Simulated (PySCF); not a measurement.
## Partial charges of `C=CCn1nc(F)c(SC)n1`

Species: C6H8FN3S.
SMILES with atom numbers: `[CH2:1]=[CH:2][CH2:3][n:4]1[n:5][c:6]([F:7])[c:8]([S:9][CH3:10])[n:11]1` (hydrogens: H12, H13 on C1; H14 on C2; H15, H16 on C3; H17, H18, H19 on C10)

Geometry (GFN2-xTB, Å), atoms numbered from 1 in this order:
```
atom  x, y, z in Å
C1     2.916    0.776   -1.493
C2     2.443   -0.167   -0.703
C3     1.766    0.101    0.612
N4     0.480   -0.536    0.659
N5     0.338   -1.821    0.883
C6    -0.963   -2.025    0.792
F7    -1.515   -3.214    0.968
C8    -1.600   -0.803    0.499
S9    -3.289   -0.473    0.280
C10   -3.180    1.303   -0.072
N11   -0.638    0.113    0.421
H12    2.844    1.820   -1.238
H13    3.403    0.544   -2.425
H14    2.513   -1.213   -0.965
H15    1.606    1.170    0.760
H16    2.368   -0.310    1.429
H17   -2.587    1.452   -0.968
H18   -4.196    1.652   -0.220
H19   -2.719    1.804    0.773
```

Density: PBE0/pcSseg-1 (PySCF); schemes: Mulliken, IAO, Hirshfeld and ESP-fitted. Geometry: GFN2-xTB, one conformer, isolated molecule.

Problem. For which atoms does the sign change between the 4 schemes (beyond +0.03 e in one, beyond −0.03 e in another)?

Solution. C2, C3, N4, C8 and S9.

Problem. Do the Mulliken, IAO, Hirshfeld and ESP-fitted schemes agree on where the charge is highest?

Solution. The schemes don't all agree: Mulliken C6 (+0.458); IAO C6 (+0.333); Hirshfeld N4 and C6 (+0.093); ESP-fitted N4 (+0.514).

Problem. Give the atomic charges in each scheme.

Solution. In e:

```tsv
atom	environment	Mulliken	IAO	Hirshfeld	ESP-fitted
C1	terminal =CH2 carbon	-0.139	-0.306	-0.092	-0.541
C2	alkene CH carbon	-0.245	-0.142	-0.043	+0.101
C3	sp3 carbon bound to nitrogen	+0.128	-0.160	-0.011	-0.338
N4	pyrrole-type nitrogen	-0.259	+0.150	+0.093	+0.514
N5	pyridine-type nitrogen	-0.221	-0.262	-0.146	-0.514
C6	aromatic C–F carbon	+0.458	+0.333	+0.093	+0.427
F7	aryl fluorine	-0.241	-0.239	-0.067	-0.155
C8	substituted aromatic carbon	-0.093	-0.112	-0.023	+0.063
S9	sulfide sulfur	+0.096	+0.182	+0.024	-0.131
C10	S-methyl carbon	-0.362	-0.499	-0.116	-0.343
N11	pyridine-type nitrogen	-0.245	-0.261	-0.128	-0.391
H12	vinylic hydrogen	+0.116	+0.148	+0.049	+0.223
H13	vinylic hydrogen	+0.126	+0.160	+0.053	+0.203
H14	vinylic hydrogen	+0.125	+0.158	+0.047	+0.098
H15	methylene hydrogen	+0.132	+0.171	+0.060	+0.155
H16	methylene hydrogen	+0.151	+0.173	+0.060	+0.161
H17	methyl hydrogen	+0.161	+0.168	+0.045	+0.138
H18	methyl hydrogen	+0.154	+0.168	+0.056	+0.201
H19	methyl hydrogen	+0.160	+0.168	+0.045	+0.127
```

Mean size of the charges over all atoms: ESP-fitted 0.254 e, IAO 0.208 e, Mulliken 0.190 e, Hirshfeld 0.066 e. Each set sums to the total charge, 0, to within 0.001 e. The Hirshfeld scheme weights the molecular density at each point by an atom's share of the summed free-atom densities. The Mulliken scheme gives each basis function's population to the atom it is centred on and halves the overlap population of two atoms between them.

Problem. How closely do the schemes follow one another over all atoms?

Solution. Correlation coefficient and root-mean-square difference: IAO with Hirshfeld 0.94, 0.159 e; Hirshfeld with ESP-fitted 0.89, 0.232 e; IAO with ESP-fitted 0.82, 0.169 e; Mulliken with IAO 0.82, 0.133 e; Mulliken with Hirshfeld 0.75, 0.163 e; Mulliken with ESP-fitted 0.51, 0.263 e.

Problem. How many electrons does the IAO scheme count on C3?

Solution. Z − q = 6 − (-0.160) = 6.160.

Problem. Sum the charges by element, for elements with more than one atom.

Solution. 
```
element  atoms  Mulliken     IAO  Hirshfeld  ESP-fitted
      C      6    -0.254  -0.885     -0.192      -0.631
      N      3    -0.725  -0.373     -0.180      -0.390
      H      8    +1.125  +1.314     +0.416      +1.307
```
